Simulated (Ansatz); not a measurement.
Cartesian coordinates (Å):
SMILES: N#CS
```xyz
4

N      1.7196    -0.1519    -0.3725
C      0.6516     0.0961     0.0330
S     -0.8474     0.5478     0.6720
H     -1.5237    -0.4919     0.1196
```
Charge 0, spin multiplicity 1.

Computed with frozen-core CCSD(T)/cc-pVTZ // PBE-D3(BJ)/def2-TZVP (Ansatz, a first-principles code).

```
Item                            Value
----------------------  -------------
HF energy               -490.45355 Ha
MP2 correlation energy    -0.51656 Ha
```

Q: Estimate the CCSD correlation energy, the (T) correction, the total energy and the T1 diagnostic.

A: 
```
Quantity                         Value
-----------------------  -------------
CCSD correlation energy    -0.53105 Ha
(T) correction             -0.02849 Ha
CCSD(T) total energy     -491.01309 Ha
T1 diagnostic                    0.015
```
